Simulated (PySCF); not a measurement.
**Ionisation energy along the 23-electron series**

Calculated with PySCF 2.14 and a two-component X2C-1e Hamiltonian (Gaussian nucleus, no Breit or QED terms), each ion in its own even-tempered basis scaled to its charge; GMP2 freezes [Ne] and drops the highest virtual spinors. Values in eV. NIST values: (m) measured, (s) semi-empirical, (t) theoretical.

| ion | configuration | GHF (spin-free) | GMP2 (spin-free) | GHF (screened spin-orbit) | GMP2 (screened spin-orbit) | NIST |
| --- | --- | --- | --- | --- | --- | --- |
| Pm³⁸⁺ | [Ar] 3d5 | 2783.1 | 2783.1 | 2757.1 | 2756.6 | 2755 ± 4 (t) |
| Sm³⁹⁺ | [Ar] 3d5 | 2916.8 | 2916.8 | 2889.0 | 2888.6 | 2887 ± 4 (t) |
| Eu⁴⁰⁺ | [Ar] 3d5 | 3053.0 | 3053.0 | 3023.5 | 3023.1 | 3022 ± 4 (t) |

Between Z = 61 and Z = 63 the GMP2 (screened spin-orbit) value grows as Z to the power 2.86.
